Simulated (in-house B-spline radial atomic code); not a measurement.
Response of Bi⁵⁺ as one setting changes: the share of exact exchange in a PBE hybrid. A dash marks a strongly mixed or unbound state. Computed with an all-electron radial atomic-structure program (B-spline basis): linear response of the closed shell [Xe] 4f14 5d10 with the functional's adiabatic kernel; scalar-relativistic (spin-free one-electron X2C), finite nucleus, no spin-orbit coupling, no double excitations, S, P, D and F terms only; shells from n = 3 respond. Only terms of natural parity with L up to 3 were computed.

Spin-orbit coupling is strong here, so these LS terms don't match observed levels.

```
share of exact exchange in a PBE hybrid  lowest 1P (eV)  lowest 3P, Tamm-Dancoff (eV)  minus highest occupied level (eV)  α (bohr³)
                                      0   5d → 6p 33.82                 5d → 6p 32.02                              80.56      2.921
                                    0.1   5d → 6p 34.15                 5d → 6p 32.34                              81.57        2.9
                                    0.2   5d → 6p 34.49                 5d → 6p 32.67                              82.58      2.878
                                    0.3   5d → 6p 34.82                 5d → 6p 32.99                              83.60      2.857
                                    0.4   5d → 6p 35.16                 5d → 6p 33.32                              84.63      2.836
                                    0.5   5d → 6p 35.50                 5d → 6p 33.64                              85.65      2.816
                                    0.6   5d → 6p 35.83                 5d → 6p 33.96                              86.68      2.796
                                    0.7               ?                             ?                                  ?          ?
                                    0.8               ?                             ?                                  ?          ?
                                    0.9   5d → 6p 36.83                 5d → 6p 34.93                              89.79      2.739
                                      1   5d → 6p 37.17                 5d → 6p 35.25                              90.83      2.721
```

Task: What belongs in the row for 0.7?

Result: lowest 1P (eV): 5d → 6p 36.17; lowest 3P, Tamm-Dancoff (eV): 5d → 6p 34.28; minus highest occupied level (eV): 87.71; α (bohr³): 2.777.

Task: What belongs in the row for 0.8?

Result: lowest 1P (eV): 5d → 6p 36.50; lowest 3P, Tamm-Dancoff (eV): 5d → 6p 34.61; minus highest occupied level (eV): 88.75; α (bohr³): 2.758.
